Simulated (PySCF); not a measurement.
**Property card for `O=C(O)c1cccs1`**

C5H4O2S.
Bonds: O1–C2 (double), C2–O3, C2–C4, C4–C5 (aromatic), C5–C6 (aromatic), C6–C7 (aromatic), C7–S8 (aromatic), C4–S8 (aromatic). Hydrogens: H9 on O3; H10 on C5; H11 on C6; H12 on C7.

Among its groups: carboxylic acid and aromatic ring with sulfur.

PBE0-D3(BJ)/def2-SVP geometry optimisation, gas phase (PySCF):

```yaml
Point_group: Cs
Rotational_constants_A_B_C: 3.761, 1.433, 1.038 GHz
```

**CAM-B3LYP/def2-SVPD ground state, ΔSCF and vertical TDDFT (core frozen in the response) (PySCF)**

```yaml
Dipole_moment: 2.07 D
HOMO_energy: -8.62 eV
LUMO_energy: -0.70 eV
HOMO–LUMO_gap: 7.92 eV
Lowest_singlet_excitation: 5.08 eV (244 nm, f = 0.216)
Strongest_line_among_the_10_lowest_singlet_transitions: S1 at 5.08 eV (244 nm, f = 0.216)
Lowest_triplet_excitation_Tamm–Dancoff: 3.34 eV
Static_isotropic_polarisability: 82.8 au
Vertical_ionisation_energy: 9.31 eV
Electronic_spatial_extent_⟨r²⟩_about_the_centre_of_nuclear_charge: 1053 bohr²
```

From B3LYP/pcSseg-2 ground state and GIAO shieldings, non-relativistic (PySCF):

```yaml
13C_chemical_shifts_computed_TMS_as_zero_by_class: 168.8 (C2), 146.2 (C7), 146.1 (C5), 144.8 (C4), 135.9 (C6) ppm
1H_chemical_shifts_computed_TMS_as_zero_by_class: 8.20 (H10), 7.55 (H12), 7.23 (H11), 5.65 (H9) ppm
Isotropic_shieldings_of_nuclei_other_than_C_and_H_by_class: -63 (O1), 127 (O3), 218 (S8) ppm
```

Monoisotopic mass from the formula: 127.9932 u.

A dipole of 2.07 D is allowed in Cs, and pure rotational transitions are dipole-allowed. No computed singlet falls in the visible range (750 to 380 nm, 1.65 to 3.26 eV); S1 lies 1.82 eV above its blue end. The largest Löwdin shares of the LUMO are 0.16 on C7, 0.16 on S8, 0.14 on C5 and 0.14 on C2. The ΔSCF ionisation energy exceeds −ε(HOMO) by 0.69 eV with CAM-B3LYP.

The values belong to the conformer `[O:1]=[C:2]([OH:3])[c:4]1[cH:5][cH:6][cH:7][s:8]1`: O1–C2–C4–C5 0°, H–O3–C2–O1 0°.
